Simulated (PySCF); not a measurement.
# Relaxation of singlet CrO2Br2

These are results of PBE0/[Cr def2-SVP, O def2-SVP, Br def2-SVP], no relativity, density fitting, PySCF, not measurements. A (50,194) grid was used.

A hand-made see-saw (ligand arrangement 1) start, of C2v symmetry, held to at least that symmetry:

Coordinates in bohr (charge 0 multiplicity 1):
```
Cr    0.0000    0.0000   -0.5124
O     2.5018    0.0000    1.4422
O    -2.5018    0.0000    1.4422
Br    0.0000    4.4427   -0.1237
Br    0.0000   -4.4427   -0.1237
```

Optimiser trace:
```json
{"step": "0", "E − E(last) (kJ/mol)": "390.03", "largest gradient (Eh/bohr)": "0.23446"}
{"step": "1", "E − E(last) (kJ/mol)": "190.48", "largest gradient (Eh/bohr)": "0.02536"}
{"step": "2", "E − E(last) (kJ/mol)": "131.43", "largest gradient (Eh/bohr)": "0.02149"}
{"step": "3", "E − E(last) (kJ/mol)": "85.14", "largest gradient (Eh/bohr)": "0.02827"}
{"step": "4", "E − E(last) (kJ/mol)": "55.65", "largest gradient (Eh/bohr)": "0.02945"}
{"step": "5", "E − E(last) (kJ/mol)": "23.50", "largest gradient (Eh/bohr)": "0.02153"}
{"step": "6", "E − E(last) (kJ/mol)": "3.13", "largest gradient (Eh/bohr)": "0.00715"}
{"step": "7", "E − E(last) (kJ/mol)": "0.12", "largest gradient (Eh/bohr)": "0.00197"}
{"step": "8", "E − E(last) (kJ/mol)": "0.00", "largest gradient (Eh/bohr)": "0.00031"}
{"step": "9", "E − E(last) (kJ/mol)": "0.00", "largest gradient (Eh/bohr)": "0.00001"}
```

It ends at C2v with Cr–Br 2.262 Å (×2), Cr–O 1.526 Å (×2); Br–Cr–Br 111.5°, Br–Cr–O 109.0° (×4), O–Cr–O 109.1° (after a last refinement on a finer grid). A frequency run shows a minimum.

Final geometry:
Coordinates in bohr (charge 0 multiplicity 1):
```
Cr    0.0000    0.0000    1.3500
O     2.3491    0.0000    3.0222
O    -2.3491    0.0000    3.0222
Br    0.0000    3.5327   -1.0551
Br    0.0000   -3.5327   -1.0551
```
